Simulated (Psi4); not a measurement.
chlorotrifluoromethane (CClF₃), singlet, at a GFN2-xTB geometry; Psi4 with CCSD(T)/STO-3G.

Here is a job for Psi4.
```
memory 2 GB

molecule mol {
0 1
F    -0.861346   -0.632540   -1.028742
C    -0.350356   -0.007744    0.018897
F    -0.844074    1.218756    0.050069
F    -0.745765   -0.640392    1.110886
Cl    1.421341    0.031415   -0.076664
}

set {
  basis sto-3g
  reference rhf
  freeze_core true
  mp2_type conv
  scf_type pk
  puream true
  d_convergence 1e-8
}

energy('ccsd(t)')
print_variables()
```

Q: What does Psi4 print? Leave out banner, timings and long lists.

A: 
```
   => Loading Basis Set <=

    Name: STO-3G
    Role: ORBITAL
    Keyword: BASIS

         ---------------------------------------------------------
                                   SCF
               by Justin Turney, Rob Parrish, Andy Simmonett
                          and Daniel G. A. Smith
                              RHF Reference
         ---------------------------------------------------------

  ==> Geometry <==

    Molecular point group: c1
    Full point group: C1

    Geometry (in Angstrom), charge = 0, multiplicity = 1:

       Center              X                  Y                   Z               Mass
    ------------   -----------------  -----------------  -----------------  -----------------
         F           -0.851051973447    -0.632312623518    -1.029297458820    18.998403162730
         C           -0.340061973447    -0.007516623518     0.018341541180    12.000000000000
         F           -0.833779973447     1.218983376482     0.049513541180    18.998403162730
         F           -0.735470973447    -0.640164623518     1.110330541180    18.998403162730
         CL           1.431635026553     0.031642376482    -0.077219458820    34.968852682000

  Running in c1 symmetry.

  Rotational constants: A =      0.19326  B =      0.10936  C =      0.10936 [cm^-1]
  Rotational constants: A =   5793.65019  B =   3278.59444  C =   3278.59438 [MHz]
  Nuclear repulsion =  250.095110784405790

  Charge       = 0
  Multiplicity = 1
  Electrons    = 50
  Nalpha       = 25
  Nbeta        = 25

  ==> Algorithm <==

  SCF Algorithm Type is PK.
  DIIS enabled.
  MOM disabled.
  Fractional occupation disabled.
  Guess Type is SAD.
  Energy threshold   = 1.00e-08
  Density threshold  = 1.00e-08
  Integral threshold = 1.00e-12

  ==> Primary Basis <==

  Basis Set: STO-3G
    Blend: STO-3G
    Number of shells: 17
    Number of basis functions: 29
    Number of Cartesian functions: 29
    Spherical Harmonics?: true
    Max angular momentum: 1

  ==> Integral Setup <==

  Using in-core PK algorithm.
   Calculation information:
      Number of atoms:                   5
      Number of AO shells:              17
      Number of primitives:             51
      Number of atomic orbitals:        29
      Number of basis functions:        29

      Integral cutoff                 1.00e-12
      Number of threads:                 1

  Performing in-core PK
  Using 189660 doubles for integral storage.
  We computed 9737 shell quartets total.
  Whereas there are 11781 unique shell quartets.

  ==> DiskJK: Disk-Based J/K Matrices <==

    J tasked:                  Yes
    K tasked:                  Yes
    wK tasked:                  No
    Schwarz Cutoff:          1E-12

  Minimum eigenvalue in the overlap matrix is 3.0140834616E-01.
  Reciprocal condition number of the overlap matrix is 1.6246845200E-01.
    Using symmetric orthogonalization.

  ==> Pre-Iterations <==

  SCF Guess: Superposition of Atomic Densities via on-the-fly atomic UHF (no occupation information).

   -------------------------
    Irrep   Nso     Nmo
   -------------------------
     A         29      29
   -------------------------
    Total      29      29
   -------------------------

  ==> Iterations <==

                        Total Energy        Delta E     RMS |[F,P]|

   @RHF iter SAD:  -784.47972119980238   -7.84480e+02   0.00000e+00
   @RHF iter   1:  -785.82972090574629   -1.35000e+00   2.13223e-02 DIIS/ADIIS
   @RHF iter   2:  -786.07445877033786   -2.44738e-01   6.95342e-03 DIIS/ADIIS
   @RHF iter   3:  -786.09869782767021   -2.42391e-02   9.78771e-04 DIIS/ADIIS
   @RHF iter   4:  -786.09981062831127   -1.11280e-03   1.19949e-04 DIIS/ADIIS
   @RHF iter   5:  -786.09982688536718   -1.62571e-05   2.18196e-05 DIIS
   @RHF iter   6:  -786.09982739504392   -5.09677e-07   2.55115e-06 DIIS
   @RHF iter   7:  -786.09982740261660   -7.57268e-09   5.21364e-07 DIIS
   @RHF iter   8:  -786.09982740294129   -3.24690e-10   1.13289e-07 DIIS
   @RHF iter   9:  -786.09982740295823   -1.69393e-11   9.87489e-09 DIIS
  Energy and wave function converged.

  ==> Post-Iterations <==

    Orbital Energies [Eh]
    ---------------------

    Doubly Occupied:

[...]
      25A     -0.430947

    Virtual:

[...]
      29A      0.628810

    Final Occupation by Irrep:
              A
    DOCC [    25 ]
    NA   [    25 ]
    NB   [    25 ]

  @RHF Final Energy:  -786.09982740295823

   => Energetics <=

    Nuclear Repulsion Energy =            250.0951107844057901
    One-Electron Energy =               -1592.1018439533738729
    Two-Electron Energy =                 555.9069057660099133
    Total Energy =                       -786.0998274029582262

Computation Completed

Properties will be evaluated at   0.000000,   0.000000,   0.000000 [a0]

Properties computed using the SCF density matrix

 Multipole Moments:

 ------------------------------------------------------------------------------------
     Multipole            Electronic (a.u.)      Nuclear  (a.u.)        Total (a.u.)
 ------------------------------------------------------------------------------------

 L = 1.  Multiply by 2.5417464519 to convert [e a0] to [Debye]
 Dipole X            :         -1.3921638            0.9726370           -0.4195268
 Dipole Y            :         -0.0307710            0.0214972           -0.0092738
 Dipole Z            :          0.0750889           -0.0524625            0.0226264
 Magnitude           :                                                    0.4202389

 ------------------------------------------------------------------------------------

 MINTS: Wrapper to libmints.
   by Justin Turney

   Calculation information:
      Number of threads:                 1
      Number of atoms:                   5
      Number of AO shells:              17
      Number of SO shells:              17
      Number of primitives:             51
      Number of atomic orbitals:        29
      Number of basis functions:        29

[...]

	Size of irrep 0 of tijab amplitudes:       0.004 (MW) /      0.033 (MB)
	Total:                                     0.004 (MW) /      0.033 (MB)

	Nuclear Rep. energy          =    250.09511078440579
	SCF energy                   =   -786.09982740295823
	One-electron energy          =   -371.59254642583352
	Two-electron energy          =    172.85490120672773
	Reference energy             =   -786.09982740295823

            **************************
            *                        *
            *        CCENERGY        *
            *                        *
            **************************

    Nuclear Rep. energy (wfn)     =  250.095110784405790
    SCF energy          (wfn)     = -786.099827402958226
    Reference energy    (file100) = -786.099827402958226

    Input parameters:
    -----------------
    Wave function   =     CCSD_T
    Reference wfn   =     RHF
    Brueckner       =     No
    Maxiter         =     50
    R_Convergence   =     1.0e-07
    E_Convergence   =     1.0e-06
    Restart         =     Yes
    DIIS            =     Yes
    AO Basis        =     NONE
    ABCD            =     NEW
    Cache Level     =     2
    Cache Type      =     LOW
    Print Level     =     1
    Num. of threads =     1
    # Amps to Print =     10
    Print MP2 Amps? =     No
    Analyze T2 Amps =     No
    Print Pair Ener =     No
    Local CC        =     No
    SCS-MP2         =     False
    SCSN-MP2        =     False
    SCS-CCSD        =     False

MP2 correlation energy -0.1077259423398234
                Solving CC Amplitude Equations
                ------------------------------
  Iter             Energy              RMS        T1Diag      D1Diag    New D1Diag    D2Diag
  ----     ---------------------    ---------   ----------  ----------  ----------   --------
     0        -0.107725942339823    0.000e+00    0.000000    0.000000    0.000000    0.101952
     1        -0.121835281033341    5.728e-02    0.006770    0.026469    0.026469    0.122214
     2        -0.130038921899953    1.837e-02    0.007860    0.031170    0.031170    0.132252
     3        -0.131424777072526    6.805e-03    0.008863    0.035646    0.035646    0.135013
     4        -0.131446359778526    1.355e-03    0.009029    0.036494    0.036494    0.135260
     5        -0.131456036119553    4.321e-04    0.009076    0.036762    0.036762    0.135261
     6        -0.131460060911408    1.308e-04    0.009098    0.036867    0.036867    0.135248
     7        -0.131458044378667    3.142e-05    0.009101    0.036881    0.036881    0.135240
     8        -0.131457798753636    1.045e-05    0.009101    0.036885    0.036885    0.135240
     9        -0.131457860951815    2.376e-06    0.009101    0.036885    0.036885    0.135240
    10        -0.131457849906010    6.855e-07    0.009101    0.036885    0.036885    0.135240
    11        -0.131457854722159    1.698e-07    0.009101    0.036885    0.036885    0.135240
    12        -0.131457855337083    6.205e-08    0.009101    0.036885    0.036885    0.135240

    Iterations converged.

    Largest TIA Amplitudes:
              7   0        -0.0274536335
             13   0         0.0193460636
              6   1        -0.0185918111
              5   2         0.0185917370
             11   2        -0.0148995203
             12   1         0.0148994807
              7   3         0.0120334598
              4   3         0.0091647105
             13   3        -0.0089475750
              5   1         0.0045738036

    Largest TIjAb Amplitudes:
     13  13   0   0        -0.0742786648
      6   6   1   1        -0.0390104159
      5   5   2   2        -0.0390103992
      7   7   0   0        -0.0346889049
      7  13   0   0        -0.0312581275
     13   7   0   0        -0.0312581275
      4   4   3   3        -0.0291591093
     11  11   3   3        -0.0281727500
     12  12   3   3        -0.0281724624
      3  13   0   0         0.0257627570

    SCF energy       (wfn)                    = -786.099827402958226
    Reference energy (file100)                = -786.099827402958226

    Opposite-spin MP2 correlation energy      =   -0.088062182268207
    Same-spin MP2 correlation energy          =   -0.019663760071616
    Singles MP2 correlation energy            =   -0.000000000000000
    MP2 correlation energy                    =   -0.107725942339823
      * MP2 total energy                      = -786.207553345298038

    Opposite-spin CCSD correlation energy     =   -0.111197843711689
    Same-spin CCSD correlation energy         =   -0.020260011625394
    Singles CCSD correlation energy           =    0.000000000000000
    CCSD correlation energy                   =   -0.131457855337083
      * CCSD total energy                     = -786.231285258295316

            **************************
            *                        *
            *        CCTRIPLES       *
            *                        *
            **************************

    Wave function   =    CCSD_T
    Reference wfn   =      RHF

    Nuclear Rep. energy (wfn)                =  250.095110784405790
    SCF energy          (wfn)                = -786.099827402958226
    Reference energy    (file100)            = -786.099827402958226
    CCSD energy         (file100)            =   -0.131457855337083
    Total CCSD energy   (file100)            = -786.231285258295316

    Number of ijk index combinations:              816
    Approx. words needed per explicit thread:             256
    Number of threads for explicit ijk threading:    1

    MKL num_threads set to 1 for explicit threading.

    (T) energy                                =   -0.005159061951891
      * CCSD(T) total energy                  = -786.236444320247188

  Variable Map:
  ----------------------------------------------------------------------------
[...]
  Array Variable Map:
  ----------------------------------------------------------------------------
[...]
[...]
```
